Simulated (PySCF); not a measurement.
Stepwise substitution at one centre (Ga F-Br). Isolated molecules, 0 K electronic values unless said otherwise. Strings in code marks are SMILES.

Calculation: PySCF with PBE-D3(BJ)/def2-TZVP // PBE0-D4/def2-TZVP. All candidates: neutral, multiplicity 1. 

| Property | Result |
|---|---|
| dipole moment | 1.07 D |
| HOMO–LUMO gap | 4.60 eV |
| LUMO | -3.09 eV |

Q: Name which member has these values.
A) `[Br][Ga]([Br])[Br]`
B) `[F][Ga]([F])[F]`
C) `[F][Ga]([F])[Br]`
D) `[F][Ga]([Br])[Br]`

A: D, `[F][Ga]([Br])[Br]`. The others give `[F][Ga]([F])[F]`: 0.00 D, 6.29 eV, -3.36 eV; `[F][Ga]([F])[Br]`: 1.32 D, 4.89 eV, -3.17 eV; `[Br][Ga]([Br])[Br]`: 0.00 D, 4.31 eV, -3.09 eV
